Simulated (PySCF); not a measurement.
Molecule: 3,4-difluorotoluene (SMILES Cc1ccc(F)c(F)c1).

Cartesian coordinates in Å; atom numbers follow the order of the lines, from 1:
```xyz
15

C    -2.2227    0.2222   -0.1675
C    -0.7395    0.0608   -0.0455
C    -0.1362   -1.1699   -0.2765
C     1.2352   -1.3223   -0.1862
C     2.0237   -0.2343    0.1412
F     3.3577   -0.3813    0.2353
C     1.4335    1.0010    0.3715
F     2.1897    2.0670    0.6896
C     0.0624    1.1481    0.2778
H    -2.7339   -0.7028    0.0860
H    -2.4841    0.4808   -1.1936
H    -2.5825    1.0163    0.4811
H    -0.7470   -2.0227   -0.5311
H     1.7067   -2.2756   -0.3649
H    -0.3674    2.1208    0.4606
```

Frames of a GFN2-xTB Langevin trajectory at 600 K; GIAO PBE0/pcSseg-1 shieldings in PySCF, gas phase, non-relativistic; equivalent atoms averaged within each frame.

δ = σ(ref) − σ, references computed at the same level: ¹³C (σ = 186.93 ppm), ¹H (σ = 31.72 ppm) vs TMS; ¹⁹F (σ = 170.95 ppm) against CFCl3. The references are static minima.

Problem. How do the shifts (ppm) fluctuate along the trajectory?

Solution. 
```tsv
time (fs)	C5	C7	C3	C2	C4	C9	C1	F8	F6	H15
optimised geometry	158.4	160.3	129.7	140.2	124.2	124.4	23.3	-144.6	-149.7	7.30
250	154.4	151.8	137.0	135.6	121.3	117.8	12.7	-139.0	-145.0	7.93
425	159.6	163.6	125.6	137.2	122.0	130.0	30.7	-136.6	-144.4	8.32
625	162.5	165.1	121.4	150.1	136.2	128.7	34.6	-110.9	-135.0	7.56
800	167.4	162.0	133.0	141.0	126.2	128.2	24.0	-128.0	-98.5	7.38
1000	161.4	177.9	148.7	150.8	125.7	119.8	31.2	-118.1	-145.6	8.15
mean of frames	161.1	164.1	133.2	142.9	126.3	124.9	26.6	-126.5	-133.7	7.87
standard deviation	4.7	9.3	10.6	7.2	5.9	5.7	8.7	12.0	20.1	0.39
```

5 frames give an uncertainty of the mean of about the standard deviation over 2.2 at best, since frames this close in time may not be independent; classical motion lacks zero-point vibration, and the reference would need the same averaging.
